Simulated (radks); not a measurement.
The numbers below are computed, except where a source is named.
All-electron atom: Br V in [Ar] 3d10 4s2 4p1.

Level of theory: scalar-relativistic Kohn-Sham, LB94 model potential, spin-unpolarised, spherical densities, finite nucleus; Fermi nuclear charge, rms radius 4.1629 fm (a radial shooting solver on a logarithmic mesh with Libxc functionals).

Energy parts (hartree):
part                   energy
kinetic            2669.76950
electron-nucleus  -6228.05622
Hartree            1046.90988
(The LB94 potential has no energy functional, so no total or exchange-correlation energy is given.)

Orbitals (lengths in bohr, moments of r in powers of bohr; r(90%) holds 90 % of the orbital's charge):
[
 {"orbital": "1s", "occ.": "2", "eigenvalue (hartree)": "-495.1350", "r(90%)": "0.0763", "<r>": "0.04266"},
 {"orbital": "2s", "occ.": "2", "eigenvalue (hartree)": "-66.79475", "r(90%)": "0.292", "<r>": "0.1890"},
 {"orbital": "2p", "occ.": "6", "eigenvalue (hartree)": "-59.32354", "r(90%)": "0.269", "<r>": "0.1648"},
 {"orbital": "3s", "occ.": "2", "eigenvalue (hartree)": "-11.15623", "r(90%)": "0.822", "<r>": "0.5523"},
 {"orbital": "3p", "occ.": "6", "eigenvalue (hartree)": "-8.79495", "r(90%)": "0.860", "<r>": "0.5638"},
 {"orbital": "3d", "occ.": "10", "eigenvalue (hartree)": "-4.87579", "r(90%)": "0.955", "<r>": "0.5820"},
 {"orbital": "4s", "occ.": "2", "eigenvalue (hartree)": "-2.77996", "r(90%)": "2.15", "<r>": "1.479"},
 {"orbital": "4p", "occ.": "1", "eigenvalue (hartree)": "-2.21201", "r(90%)": "2.44", "<r>": "1.660"}
]

The highest occupied level is 4p at -60.192 eV. The density falls to 0.001 e/bohr^3 at r = 3.01 bohr. Summed over all electrons, <r^2> = 15.47 bohr^2, which gives a Langevin (diamagnetic) susceptibility term of -12.3 x 10^-6 cm^3/mol.
